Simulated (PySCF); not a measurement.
## `[SiH2]1N(B)[SiH2]N1`, BH₇N₂Si₂

Cartesian coordinates in Å; atom numbers follow the order of the lines, from 1:
```xyz
12

B    -1.4958   -0.8292    1.0490
N    -0.4601   -0.2572    0.3216
Si   -0.3222    1.2810   -0.5324
N     1.2796    0.7092   -0.9031
Si    1.1690   -0.8135   -0.0664
H    -1.3443   -1.8881    1.5352
H    -2.5089   -0.2453    1.1661
H    -1.2105    1.3830   -1.6863
H    -0.3595    2.4399    0.3545
H     2.0279    1.1250   -1.4268
H     2.0354   -0.9232    1.1031
H     1.1907   -1.9824   -0.9405
```

Method used: TDDFT PBE0/def2-SVPD excited states, vertical, gas phase (PySCF 2.14.0). Geometry: GFN2-xTB.

(1) Give the one- and two-photon strengths of the lowest singlets.

Answers

(1) δ for parallel linear polarisation; σ at the peak of a Lorentzian of half width 0.1 eV, single beam; Ω is circular over linear.
| state | E (eV) | f | photon λ (nm) | δ (au) | σ (GM) | Ω | main |
| --- | --- | --- | --- | --- | --- | --- | --- |
| S1 | 5.46 | 0.007 | 454 | 0.2 | 0.00 | 1.50 | HOMO→LUMO 0.99 |
| S2 | 6.27 | 0.008 | 396 | 1.37 | 0.02 | 1.50 | HOMO−2→LUMO 0.98 |
| S3 | 6.36 | 0.000 | 390 | 0.24 | 0.00 | 1.50 | HOMO−1→LUMO+1 0.98 |
| S4 | 6.42 | 0.003 | 386 | 37.5 | 0.56 | 1.50 | HOMO−1→LUMO 0.97 |
| S5 | 6.50 | 0.019 | 381 | 97 | 1.50 | 0.51 | HOMO→LUMO+1 0.99 |

Among these, the strongest one-photon state is S5, the strongest two-photon state S5, with a dipole change of 9.4 D (relaxed, norm of the difference vector).
